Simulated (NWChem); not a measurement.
# C$_{3}$H$_{7}$Cl; SMILES CC(C)Cl

Computed with NWChem. Medium grid unless said otherwise, to which SCAN and Minnesota functionals are sensitive. Coordinates come from a PBE0/def2-SVP optimisation. Computed dipoles belong to the equilibrium geometry; the measured one is vibrationally averaged.

Measured dipole moment: 2.17 D (NIST CCCBDB, as tabulated in the package chemicals).

```
level                                 dipole moment (D)  computed − measured
------------------------------------  -----------------  -------------------
B3LYP/def2-SVP                                     1.93                -0.24
PBE/def2-SVP                                       1.90                -0.27
Hartree-Fock/def2-SVP                              2.28                +0.11
KT2/def2-SVP                                        [?]                  [?]
BP86/def2-SVP                                       [?]                  [?]
r2SCAN0/def2-SVP                                   2.15                -0.02
LDA (Slater exchange, VWN5)/def2-SVP               1.89                -0.28
```

Some entries are withheld; supply them.


- KT2/def2-SVP, dipole moment (D): 1.92
- KT2/def2-SVP, computed − measured: -0.25
- BP86/def2-SVP, dipole moment (D): 1.92
- BP86/def2-SVP, computed − measured: -0.25
